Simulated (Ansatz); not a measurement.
The lowest singlet and triplet of CH2S (SMILES C=S); geometries from B3LYP-D3(BJ)/def2-TZVP, each state relaxed from the structure named, with no frequency check.
Singlet (charge 0, multiplicity 1):
```xyz
4

C     -0.9886     0.1318     0.2229
S      0.5645    -0.0753    -0.1273
H     -1.5608     0.9787    -0.1523
H     -1.5402    -0.5652     0.8517
```

A positive gap puts the triplet lower; no zero-point energy. R- takes a restricted singlet. The triplet is unrestricted in single-reference levels. Active spaces average the two states.

Correlated levels freeze the cores.

The values were computed with Ansatz (Gaussian orbitals). Each number belongs to the level named beside it.

**Question.** Predict the gap E(singlet) − E(triplet), vertical, at the singlet's geometry from R-HF/cc-pV(T+d)Z.

**Answer.** -23.8 kcal/mol

**Question.** Give the gap E(singlet) − E(triplet), vertical, at the singlet's geometry at the level SA-CASSCF(4,3)/cc-pV(D+d)Z.

**Answer.** -47.6 kcal/mol

**Question.** Estimate the gap E(singlet) − E(triplet), vertical, at the singlet's geometry that R-CCSD(T)/cc-pV(Q+d)Z returns for this input.

**Answer.** -45.3 kcal/mol

Doubts at one or more of the structures used: a restricted determinant that unrestricted orbitals would lower (R-HF/cc-pV(T+d)Z, R-CCSD(T)/cc-pV(Q+d)Z).

Ansatz is a quantum-chemistry and plane-wave program.
